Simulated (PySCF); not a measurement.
sulfur trioxide anion (O3S), SMILES O=S(=O)=O (connectivity only; charge and spin as stated), charge -1, multiplicity 2. Coordinates come from a B3LYP-D3(BJ)/def2-SVPD optimisation. The multiplicity is an assumed one; other spin states were not compared.

All values below come from B3LYP-D3(BJ)/def2-SVPD in PySCF 2.14.0.

Harmonic wavenumbers (cm⁻¹): 436, 436, 536, 913, 1062, 1062. Rotational constants (GHz): 9.266, 9.266, 4.896; symmetry number 3.

Problem. Work out the zero-point energy and the ideal-gas rigid-rotor harmonic-oscillator thermochemistry at 298.15 K and 1 atm.

Solution. ZPE = ½ Σ hcν = ½ × 4446 cm⁻¹ = 26.59 kJ/mol. H − E(el) = 38.76 kJ/mol. Entropy in J/(mol K): translation 163.41, rotation 91.91, vibration 10.58, spin 5.76, total 271.66. G − E(el) = -42.23 kJ/mol. Cp = 54.44 J/(mol K).
